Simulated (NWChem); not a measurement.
Species: BHF2; SMILES FBF

Results from NWChem. Structure relaxed at the B3LYP/6-31G* (spherical d) level. Ions are spin-unrestricted doublets at the neutral geometry; other ion states weren't tried.

### Question
What does the run give for B3LYP/def2-SVP? Quantities: vertical ionisation energy, ΔSCF (eV); −ε(HOMO) (eV).

### Answer
```yaml
vertical ionisation energy, ΔSCF (eV): 13.97
"−ε(HOMO) (eV)": 10.46
```
